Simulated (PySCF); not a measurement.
PySCF input for B(NMe2)(OH)(SH) (C₂H₈BNOS), SMILES CN(C)B(O)S, PBE/pcSseg-1. Geometry optimised at r2SCAN-D4/def2-SVP. One conformer was computed; it need not be the lowest.

```python
import numpy as np
from pyscf import gto, scf, dft
from pyscf.prop.nmr import rks as nmr

mol = gto.M(
    atom='''
    B     0.04070038    0.54652233    0.15072297
    N    -0.74646931   -0.55421035   -0.25375880
    C    -2.18083623   -0.43700769   -0.41980217
    C    -0.23212532   -1.87378276   -0.53489753
    H    -2.48243764   -0.67920888   -1.45684373
    H    -2.71762708   -1.13435673    0.25156060
    H    -2.50635777    0.58529206   -0.19225282
    H    -0.68286708   -2.63171449    0.13427561
    H    -0.45570828   -2.17818767   -1.57540679
    H     0.85778280   -1.91190868   -0.40048085
    O    -0.57855199    1.75137418    0.38493224
    H     0.01839680    2.45269242    0.65995292
    S     1.87159676    0.30762382    0.34610924
    H     2.15123848    1.57602064    0.71288452
    ''',
    basis='pcSseg-1',
    charge=0,
    spin=0,
    max_memory=1600,
    verbose=3,
)
mf = dft.RKS(mol, xc='pbe')
mf.grids.level = 3
mf.conv_tol = 1e-10
mf.max_cycle = 100
mf.kernel()
n = nmr.NMR(mf)
n.verbose = 2
n.max_cycle_cphf = 60
sigma = n.kernel()
print('atom   isotropic/ppm   span/ppm')
for i, s in enumerate(sigma):
    w = np.linalg.eigvalsh((s + s.T) / 2)
    print(f'{mol.atom_symbol(i):2s}{i + 1:3d} {w.mean():14.3f} {w[2] - w[0]:11.3f}')
```

Log of the run:

```
converged SCF energy = -633.649437270023
atom   isotropic/ppm   span/ppm
B   1         69.265      34.806
N   2        174.181     128.021
C   3        142.736      65.204
C   4        137.967      60.723
H   5         28.987      10.858
H   6         28.983      10.866
H   7         27.364      10.040
H   8         28.703      10.003
H   9         28.710       9.995
H  10         28.305       9.740
O  11        199.597     118.582
H  12         28.657      14.440
S  13        628.008     282.520
H  14         30.939      15.778
```

The calculation finished and met its thresholds.

Cost: about 60 core-seconds (a rough figure).
